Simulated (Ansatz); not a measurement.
Mulliken charges of `N=C(S)I` from B3LYP/def2-TZVPP in Ansatz (PBE0-D4/def2-TZVP geometry).

| atom | x (Å) | y (Å) | z (Å) | charge (e) |
| --- | --- | --- | --- | --- |
| N1 | 1.065 | -1.053 | -0.068 | -0.214 |
| C2 | 0.089 | -0.279 | -0.138 | 0.014 |
| S3 | -0.100 | 1.225 | 0.758 | -0.076 |
| I4 | -1.503 | -0.789 | -1.444 | 0.005 |
| H5 | 1.788 | -0.738 | 0.580 | 0.151 |
| H6 | -1.298 | 1.570 | 0.265 | 0.120 |

Question: By hand: the dipole of these point charges (1 e Å = 4.8032 D).

Answer: Σ q r = (-0.112, 0.201, 0.067) e Å, of length 0.240 e Å = 1.15 D.

Question: How does the dipole of the full density compare? (Estimate.)

Answer: The calculation gave: (-0.078, 0.336, 0.179) e Å, 1.87 D; the point charges give 0.61 times that, at 19° from its direction.

Point charges leave out the atoms' own dipoles, such as those of lone pairs, and Mulliken's split depends on the basis, so the two needn't agree.

B3LYP here is the variant with VWN-RPA as its local correlation; programs differ in this.
